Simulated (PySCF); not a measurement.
## Vibration and rotation of HoP

r²SCAN constants of HoP, quintet, about 10.3 electrons in the 4f shell (Mulliken), real f orbitals that mix terms (Ho x2c-TZVPall, P x2c-TZVPall; spin-free X2C with a Gaussian nucleus (PySCF 2.14); masses 164.9303 and 30.9738 u):

| Quantity | Value |
| --- | --- |
| ωe | 403.4 cm⁻¹ |
| ωexe | 1.16 cm⁻¹ |
| Be | 0.12043 cm⁻¹ |
| αe | 0.000452 cm⁻¹ |
| D (centrifugal) | 4.29e-08 cm⁻¹ |
| De to Ho (4f11 6s2) + P | 2.16 eV |

(1) Give the vibrational terms G(v) and spacings up to v = 6.

These are scalar-relativistic numbers at best; spin–orbit coupling would shift them, the dissociation energy most. With d or f electrons several states lie close, and the lowest PBE0 determinant need not be the measured ground state.

Results:

(1) G(v) = ωe(v+½) − ωexe(v+½)².

```
v  G(v) (cm⁻¹)  G(v) − G(v−1)  Bv (cm⁻¹)
0          201                    0.1202
1          602            401     0.1198
2         1001            399     0.1193
3         1398            396     0.1188
4         1792            394     0.1184
5         2184            392     0.1179
6         2573            389     0.1175
```
